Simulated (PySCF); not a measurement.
System: C₄H₅OSi, net charge -1, singlet state. It need not be the lowest isomer of its formula. Whether it binds its extra electron was not tested at this geometry. SMILES: [SiH3]c1[c-]occ1
Geometry: optimised at B3LYP-D3(BJ)/def2-TZVP (Ansatz).

Dispersion corrections to the total energy (kcal/mol) from the dftd3 and dftd4 libraries through PySCF: D3(BJ) without and D4 with the three-body term, each with the damping fitted for the functional named.

```
functional  D3(BJ)      D4
----------  ------  ------
PBE0         -5.39   -6.14
HSE06        -4.21   -5.71
TPSSh          ___   -8.93
CAM-B3LYP      ___   -6.21
BHLYP        -8.71   -8.67
BP86           ___   -9.74
HF          -50.58  -26.61
```

Task: Complete the blanks.

Result: 
- TPSSh, D3(BJ): -7.23
- CAM-B3LYP, D3(BJ): -5.00
- BP86, D3(BJ): -10.13
